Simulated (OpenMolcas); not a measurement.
V2+ (d3) on a cation site of an ionic host was computed by SS-CASPT2, IPEA 0.25 Eh, imaginary shift 0.1 Eh with the d shell active (OpenMolcas, ANO-RCC-VTZP on the metal). Its lowest spin-free states, and all those of the highest spin:

```tsv
2S+1	Degeneracy	E (cm-1)
4	3	0
4	3	4020
2	2	9400
4	1	10290
2	3	11800
2	3	12400
4	3	14720
2	3	15160
2	1	15570
2	3	17820
2	3	19350
2	2	20840
```

**Question.** Is the site octahedral, tetrahedral or cube-like, axial, or of lower symmetry?

**Answer.** The states with 2S+1 = 4 have orbital degeneracies 3, 3, 1, 3. Threefold states need a cubic site. For d3 at this spin an octahedron puts the single A2 below the threefold T2 and a tetrahedron or cube puts the threefold T1 below the threefold T2, so the site is a tetrahedron or a cube, which this pattern cannot tell apart. The run had V2+ with its 8 nearest fluoride ions at 2.328 Å, on the Sr site of SrF2 (a = 5.796 Å, distance in the model lattice 2.510 Å). The rest of the host is ab initio model potentials to 7.6 Å and point charges beyond; the distance is set by hand and nothing relaxes. Ligand basis ANO-RCC-VDZP.

Roots that are degenerate in the reference are averaged as groups; the widest CASPT2 spread within a group is 470 cm-1 (the 3-fold group of multiplicity 4 near 4020 cm-1 above the lowest state of its run). Shifts and gaps below about the spread of the groups concerned are not significant. Over all roots computed the reference weight is 0.68 to 0.69; a low but even weight reflects the number of correlated electrons. An orbital triplet at a regular site is open to Jahn-Teller coupling, which can distort the site and quench the lowest spin-orbit gaps and is left out. Ligand-to-metal charge-transfer states are missing. These CASPT2 states fit no ligand-field parameters well, so their order and spin gaps are uncertain. With no ligand orbital active B as a rule stays too high, so bands that hang on it stand too high and its fall with covalency is understated. With one d shell and no ligand orbital active, 10Dq can be off by tens of per cent for divalent 3d ions, low with halides held by bare charges and at times high in hosts. Free-ion shares, where given, are those of the reference states; single-state CASPT2 does not remix them. No measured value stands beside these numbers; the geometry was set by hand and not optimised.
